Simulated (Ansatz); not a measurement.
Born–Oppenheimer molecular dynamics of CH$_{9}$BOSi$_{2}$ (14 atoms, charge 0, multiplicity 1). It goes on from the last frame of an earlier run, with new velocities.

Computed with Ansatz, UKS PBE0-D4/STO-3G.

```yaml
ensemble: NVE (velocity Verlet)
time_step: 0.5 fs
steps_asked: 150
starting_velocities_drawn_for: 1500 K
masses: H 3.016 u
seed: 921373
```

First frame:

```xyz
14
Properties=species:S:1:pos:R:3
B -2.170 0.362 1.006
O -1.313 -0.146 0.107
C 0.123 0.198 0.195
Si 0.630 0.829 -1.531
Si 1.106 -1.373 0.548
H -3.236 0.053 0.907
H -1.826 1.138 1.848
H 0.188 1.143 0.834
H 0.421 2.232 -1.712
H 2.043 0.531 -1.882
H -0.214 0.181 -2.438
H 0.304 -2.074 1.523
H 2.416 -0.933 1.005
H 1.179 -2.108 -0.640
```

**Question.** What does the run give?

**Answer.** The run went to its last step.

* steps done: 150
* time covered: 75 fs
* mean temperature over the second half: 830 K
* spread of the potential energy over the second half: 11.9 meV per atom
* mean potential energy of the second half above the start: 74.3 meV per atom

The conserved energy stayed within 0.25 meV per atom of its start (net change 0.24 meV per atom), so the integration is sound. The temperature averaged 0.55 of the 1500 K drawn at the start: a run that starts near a minimum puts about half its kinetic energy into the potential. A run of 0.075 ps of so small a system gives no equilibrium averages. Limits of this set-up: minimal basis.

**Question.** What happens to the structure?

**Answer.** The same pairs are bonded in the first frame and the last. Pairs count as bonded within 1.25 times the sum of covalent radii (0.12 Å more for H–H). Another seed would give other details.

**Question.** How do temperature and energy run in time?

**Answer.** 
| time (fs) | T (K) | potential energy less start (eV) | conserved less start (meV/atom) |
| --- | --- | --- | --- |
| 0.0 | 1500 | 0.000 | 0.00 |
| 6.0 | 953 | 0.850 | 0.14 |
| 12.0 | 895 | 0.940 | 0.10 |
| 18.0 | 665 | 1.299 | 0.25 |
| 24.0 | 1035 | 0.721 | 0.01 |
| 30.0 | 1003 | 0.771 | 0.03 |
| 36.0 | 853 | 1.006 | 0.16 |
| 42.0 | 735 | 1.190 | 0.21 |
| 48.0 | 762 | 1.146 | 0.12 |
| 54.0 | 890 | 0.947 | 0.07 |
| 60.0 | 783 | 1.115 | 0.16 |
| 66.0 | 749 | 1.168 | 0.14 |
| 72.0 | 1009 | 0.761 | 0.01 |

Time of the run: 6.8 min on 1 thread of Intel(R) Xeon(R) 6975P-C (Granite Rapids) (shared host), peak memory 0.18 GiB.
